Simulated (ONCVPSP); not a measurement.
# Ranking ONCV potentials for barium (Ba)

All share these settings but for the change named:

```json
{
 "Element": "Ba (Z = 56)",
 "Generator": "ONCVPSP 4.0.1",
 "Type": "optimised norm-conserving Vanderbilt (ONCV)",
 "Functional": "LDA (Perdew-Zunger)",
 "Relativity": "scalar-relativistic",
 "Frozen core": "[Kr] 4d10",
 "Valence charge": "10",
 "Reference configuration": "5s2 5p6 6s1.5 6p0.5",
 "Partial waves": "5s+6s: rc 2.75 bohr, ncon 4, nbas 8, qcut 3.9 1/bohr, 2 projectors; 5p+6p: rc 2.75 bohr, ncon 5, nbas 8, qcut 5.8 1/bohr, 2 projectors; d scattering state at 0.05 Ha: rc 3.00 bohr, ncon 3, nbas 7, qcut 3.8 1/bohr, 3 projectors, debl 1.5 Ha",
 "Local potential": "polynomial inside 1.80 bohr (lpopt 5, dvloc0 1 Ha)",
 "Core correction": "Teter function, fcfact 2.5, rcfact 1.8"
}
```

Test errors are all-electron minus pseudo excitation energies from the reference, over 5s2 5p6 6s2 6p0; 5s2 5p6 6s1 6p0; 5s2 5p6 6s0 6p0; 5s1 5p6 6s2 6p0. None of these files shows a bound ghost.

The base gives 228.6 meV.

Of 7 variants that were run, those that failed, showed a ghost or another fault, or gave nearly equal values are left out.

**Question.** Rank these variants by their largest absolute test error, smallest first.
A. all radii but the core radius scaled by about 1.24 (s 3.42, p 3.42, d 3.72 bohr); local potential polynomial inside 2.24 bohr (lpopt 5, dvloc0 1 Ha)
B. all radii but the core radius scaled by about 1.17 (s 3.22, p 3.22, d 3.52 bohr); local potential polynomial inside 2.12 bohr (lpopt 5, dvloc0 1 Ha)
C. all radii but the core radius scaled by about 1.10 (s 3.02, p 3.02, d 3.30 bohr); local potential polynomial inside 1.98 bohr (lpopt 5, dvloc0 1 Ha)

**Answer.** C (293.9 meV), B (332.0 meV), A (375.5 meV).
